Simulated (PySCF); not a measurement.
**An elementary step**

Start structure (Si$_{2}$H$_{7}$ClO, closed shell), relaxed at PBE0-D4/def2-TZVP:

```csv
atom,x (Å),y (Å),z (Å)
Si1,-1.2852,0.3042,-0.3310
Si2,0.1493,-1.4452,0.3150
H3,-1.2119,0.4234,-1.8158
H4,-2.6761,-0.0426,0.0523
O5,-0.9380,1.7246,0.4242
H6,2.2681,0.6167,-0.1329
Cl7,2.4062,1.8971,-0.1466
H8,0.1668,-1.6502,1.7879
H9,-0.2340,-2.7189,-0.3530
H10,1.5618,-1.1567,-0.0983
H11,-0.0460,2.0690,0.3175
```

The step: Si₂H₆O ([OH][SiH2][SiH3]) + HCl → SiH₃Cl ([SiH3][Cl]) + SiH₄O ([OH][SiH3]); bonds formed: Si1–H6, Si2–Cl7; bonds broken: Si1–Si2, H6–Cl7. Computed with PySCF 2.14 with density fitting (its default auxiliary sets; JK sets also for MP2 and CCSD(T)) (basis: def2-TZVPP and def2-QZVPP); correlated methods freeze the cores. Extrapolation: Hartree–Fock as exp(−7.88 √X), correlation as X^−2.97. Energies below are by CCSD(T) at an estimated basis limit (MP2 extrapolated from triple and quadruple zeta, plus CCSD(T) − MP2 in triple zeta).

Task: What are the electronic barrier and the energy of the step, from the start structure to the end structure? (An estimate is asked for; the value comes from the calculation.)

Result: Computed: Barrier 1.406 eV; step energy -1.004 eV (downhill); reverse barrier, their difference, 2.411 eV. Barrier and step energy count from the start structure, the reverse barrier from the end structure.

The saddle point: One imaginary mode of 472i cm⁻¹.
```csv
pair,start (Å),saddle (Å),end (Å)
Si1–H6,3.57,1.68,1.49
Si2–Cl7,4.06,2.83,2.07
Si1–Si2,2.35,2.63,4.16
H6–Cl7,1.29,1.89,3.83
```

Zero-point energy (harmonic, PBE0-D4): ZPE is 1.746 eV at the start and 1.740 eV at the saddle, so the barrier goes from 1.406 to 1.400 eV.

No T1 diagnostic of these runs exceeds 0.015.

Labels in which every atom is bracketed show which atoms are joined, not bond orders.

For scale, one of the runs: CCSD(T)/def2-TZVPP, 255 basis functions, launched by `OMP_NUM_THREADS=4 python run.py`. Time: 26 min of wall clock on 4 CPU threads of an Intel Xeon; the host was shared. Peak host memory: 5.4 GiB.
